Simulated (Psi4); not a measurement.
Interaction energy of C2H3N ··· H3O+ (SMILES CC#N and [OH3+]) (charge +1). Monomers: optimised at B3LYP-D3(BJ) (def2-TZVP), held rigid. Orientation: a random orientation, not optimised. R is the distance of the centres of mass, along which the second monomer moves.

Geometry at R = 3.65 Å (first 6 atoms: monomer A):
```
10

C     -0.4884    -0.0073     0.0112
C      0.9654     0.0143    -0.0219
N      2.1144     0.0315    -0.0483
H     -0.8736    -0.6164    -0.8068
H     -0.8364    -0.4267     0.9553
H     -0.8813     1.0046    -0.0895
O      2.7930    -3.0085    -0.2068
H      3.6087    -3.5537    -0.2072
H      2.1187    -3.3156    -0.8500
H      2.4310    -2.8493     0.6911
```

Computed with SAPT0/jun-cc-pVDZ, frozen core (Psi4).

Components in kJ/mol:

| R / Å | electrostatics | exchange | induction | dispersion | total |
|---|---|---|---|---|---|
| 3.02 | -44.45 | 49.49 | -15.30 | -8.46 | -18.71 |
| 3.26 | -35.30 | 22.48 | -12.02 | -5.24 | -30.08 |
| 3.43 | -31.53 | 12.76 | -10.30 | -3.78 | -32.85 |
| 3.65 | -28.28 | 6.09 | -8.54 | -2.52 | -33.24 |
| 3.87 | -25.96 | 2.89 | -7.13 | -1.71 | -31.91 |
| 4.05 | -24.43 | 1.56 | -6.15 | -1.27 | -30.28 |
| 4.39 | -21.98 | 0.48 | -4.68 | -0.74 | -26.93 |
| 4.64 | -20.41 | 0.20 | -3.84 | -0.52 | -24.57 |
| 5.16 | -17.56 | 0.03 | -2.59 | -0.26 | -20.38 |
| 5.86 | -14.46 | 0.00 | -1.60 | -0.11 | -16.18 |
| 6.88 | -11.14 | 0.00 | -0.87 | -0.04 | -12.06 |
| 8.13 | -8.36 | 0.00 | -0.46 | -0.02 | -8.84 |
